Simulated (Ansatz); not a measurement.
`CCCBS`, charge 0, multiplicity 1.

(1) Give a relaxed structure at PBE0-D4/def2-TZVP (Ansatz 0.2.0). (An estimate is asked.)

Results:

(1) The calculation gave: 
Z-matrix (Å, degrees):
```
C
C 1 1.520
H 1 1.093 2 111.6
H 1 1.092 2 111.6 3 -120.8
H 1 1.094 2 110.7 3 119.4
C 2 1.523 1 112.8 3 -58.1
H 2 1.097 1 109.9 3 65.0
H 2 1.095 1 109.0 3 180.0
B 6 1.562 2 120.1 1 72.2
H 6 1.099 2 110.0 1 -53.9
H 6 1.102 2 110.2 1 -167.3
S 9 1.779 6 127.2 2 12.8
H 9 1.197 6 120.2 2 -170.3
H 12 1.345 9 99.6 6 -2.6
```
This is one stationary point; other conformers may exist.
